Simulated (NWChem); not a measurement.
System: SiNH₄OCl; SMILES Cl[SiH](N)O

NWChem input:

```
start job
memory heap 200 mb stack 900 mb global 1100 mb
geometry units angstroms noautosym nocenter noautoz
  Si    -0.077149    -0.533216    -0.404967
  N      1.250072    -1.341361     0.281385
  O     -1.431834    -1.030268     0.400791
  Cl    -0.055485     1.550765    -0.218650
  H     -0.077589    -0.800398    -1.862809
  H      2.114833    -1.456824    -0.232365
  H      1.385835    -1.385294     1.284577
  H     -2.118953    -0.364958     0.503712
end
basis spherical
  * library sadlej_pvtz
end
dft
  xc xpbe96 cpbe96
  iterations 150
end
property
  response 1 0.0
end
task dft property
```

Parts of the log:

```
             Northwest Computational Chemistry Package (NWChem) 7.3.0
             --------------------------------------------------------

                             Geometry "geometry" -> ""
                             -------------------------

 Output coordinates in angstroms (scale by  1.889725989 to convert to a.u.)

  No.       Tag          Charge          X              Y              Z
 ---- ---------------- ---------- -------------- -------------- --------------
    1 Si                  14.0000    -0.07714900    -0.53321600    -0.40496700
    2 N                    7.0000     1.25007200    -1.34136100     0.28138500
    3 O                    8.0000    -1.43183400    -1.03026800     0.40079100
    4 Cl                  17.0000    -0.05548500     1.55076500    -0.21865000
    5 H                    1.0000    -0.07758900    -0.80039800    -1.86280900
    6 H                    1.0000     2.11483300    -1.45682400    -0.23236500
    7 H                    1.0000     1.38583500    -1.38529400     1.28457700
    8 H                    1.0000    -2.11895300    -0.36495800     0.50371200

 Effective nuclear repulsion energy (a.u.)     226.3576899307

  pbe96 is a nonlocal functional; adding pw91lda local functional.
                              NWChem Property Module
                              ----------------------

                                 NWChem DFT Module
                                 -----------------

 Summary of "ao basis" -> "ao basis" (spherical)
 ------------------------------------------------------------------------------
       Tag                 Description            Shells   Functions and Types
 ---------------- ------------------------------  ------  ---------------------
 Si                       sadlej pvtz               14       32   7s5p2d
 N                        sadlej pvtz               10       24   5s3p2d
 O                        sadlej pvtz               10       24   5s3p2d
 Cl                       sadlej pvtz               14       32   7s5p2d
 H                        sadlej pvtz                5        9   3s2p

            General Information
            -------------------
          SCF calculation type: DFT
          Wavefunction type:  closed shell.
          No. of atoms     :     8
          No. of electrons :    50
           Alpha electrons :    25
            Beta electrons :    25
          Charge           :     0
          Spin multiplicity:     1
          Use of symmetry is: off; symmetry adaption is: off
          Maximum number of iterations: 150
          AO basis - number of functions:   148
                     number of shells:    68
          Convergence on energy requested:  1.00D-06
          Convergence on density requested:  1.00D-05
          Convergence on gradient requested:  5.00D-04

              XC Information
              --------------
          PerdewBurkeErnzerhof Exchange Functional  1.000
            Perdew 1991 LDA Correlation Functional  1.000 local
           PerdewBurkeErnz. Correlation Functional  1.000 non-local

             Grid Information
             ----------------
          Grid used for XC integration:  medium
          Radial quadrature: Mura-Knowles
          Angular quadrature: Lebedev.
          Tag              B.-S. Rad. Rad. Pts. Rad. Cut. Ang. Pts.
          ---              ---------- --------- --------- ---------
          Si                  1.10       88          14.0       590
          N                   0.65       49          14.0       434
          O                   0.60       49          14.0       434
          Cl                  1.00       88          15.0       590
          H                   0.35       45          16.0       434
          Grid pruning is: on
          Number of quadrature shells:   454
          Spatial weights used:  Erf1

      Superposition of Atomic Density Guess
      -------------------------------------

 Sum of atomic energies:        -879.40136895

      Non-variational initial energy
      ------------------------------

 Total energy =    -880.805873
 1-e energy   =   -1664.489910
 2-e energy   =     557.326347
 HOMO         =      -0.369100
 LUMO         =       0.012525

   convergence    iter        energy       DeltaE   RMS-Dens  Diis-err
 ---------------- ----- ----------------- --------- --------- ---------
 d= 0,ls=0.0,diis     1   -881.6704459772 -1.11D+03  1.96D-02  1.69D+00
 d= 0,ls=0.0,diis     2   -881.5007864272  1.70D-01  1.02D-02  2.54D+00
 d= 0,ls=0.0,diis     3   -881.7248244681 -2.24D-01  3.12D-03  4.21D-01
 d= 0,ls=0.0,diis     4   -881.7617035991 -3.69D-02  1.25D-03  3.96D-02
 d= 0,ls=0.0,diis     5   -881.7664345178 -4.73D-03  3.13D-04  2.02D-03
  Resetting Diis
 d= 0,ls=0.0,diis     6   -881.7666331754 -1.99D-04  1.15D-04  4.19D-04
 d= 0,ls=0.0,diis     7   -881.7666777468 -4.46D-05  8.47D-05  2.84D-05
 d= 0,ls=0.0,diis     8   -881.7666693569  8.39D-06  5.10D-05  9.61D-05
 d= 0,ls=0.0,diis     9   -881.7666812923 -1.19D-05  6.31D-06  1.14D-06
 d= 0,ls=0.0,diis    10   -881.7666814076 -1.15D-07  1.83D-06  8.46D-08

         Total DFT energy =     -881.766681407584
      One electron energy =    -1667.888423451551
           Coulomb energy =      625.504080652943
    Exchange-Corr. energy =      -65.740028539660
 Nuclear repulsion energy =      226.357689930683

[...]

 DFT Linear Response polarizability / au
 Frequency  =       0.0000000 / au
              X              Y              Z
 -----------------------------------------------
 X      54.9277935     -2.6363483      0.2533229
 Y      -2.6363654     63.8537970     -0.7342381
 Z       0.2533386     -0.7342138     50.8487824
 -----------------------------------------------
 Eigenvalues =      54.2080460     64.6179267     50.8044002
 Isotropic   =      56.5434576
 Anisotropic =      12.4652303
 -----------------------------------------------

 Magnetic Dipole Response Matrix (nonzero elements):

 Exiting AOResponse driver routine
```

Level: PBE/Sadlej pVTZ. Coordinates come from a PBE0/def2-SVP optimisation.
